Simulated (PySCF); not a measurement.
NMR data simulated for an unnamed compound:

1H NMR (300 MHz, computed): δ 4.42 (t, 3H), 3.84 (q, 2H), 2.25 (q, 2H), 1.23 (t, 3H).

13C{1H} NMR (computed): δ 186.3 (C), 55.8 (CH2), 31.6 (CH2), 11.5 (CH3).

Calculated, not measured (PySCF 2.14): σ from GIAO-PBE0/pcSseg-1, GFN2-xTB geometry. One computed conformer, isolated molecule, no relativistic terms, rapidly exchanging positions averaged.

Shifts are taken against calculated references (same method and geometry level): TMS for 1H, 13C.

**Question.** Which of these does the molecule contain: a Si–H bond, a carboxylic acid, a CF3 group, a Si–CH3 group, a CH3CH2 unit, an ester?

**Answer.** 
- A Si–H bond: yes (δH 4.42 (t)).
- A carboxylic acid: no.
- A CF3 group: no.
- A Si–CH3 group: no.
- A CH3CH2 unit: yes (δC 11.5, 31.6; δH 1.23 (t), 2.25 (q)).
- An ester: yes (δC 186.3).

The data belong to `InChI=1S/C4H10O2Si/c1-2-4(5)6-3-7/h2-3H2,1,7H3`; they needn't prove each group on their own.

Carbon signals by region: 1 in the far downfield region (above 160 ppm), 1 at 50–100 ppm, 2 below 50 ppm. Above 160 ppm: 186.3, ester carbonyl carbon.

Shifts are as computed. Against solution values, carbons near 30 ppm lie about +3 ppm off and those near 130 ppm about +5 ppm. Of 1211 compounds with measured shifts, 218 miss one by over three times the rms of a fit or turn the order of signals round; such compounds aren't used in these exercises. No couplings were computed; multiplicities are counted from neighbouring protons, with m where these are inequivalent, close in shift, in a saturated or five-membered ring or joined by F or P, and br s for small geminal =CH2 splittings.
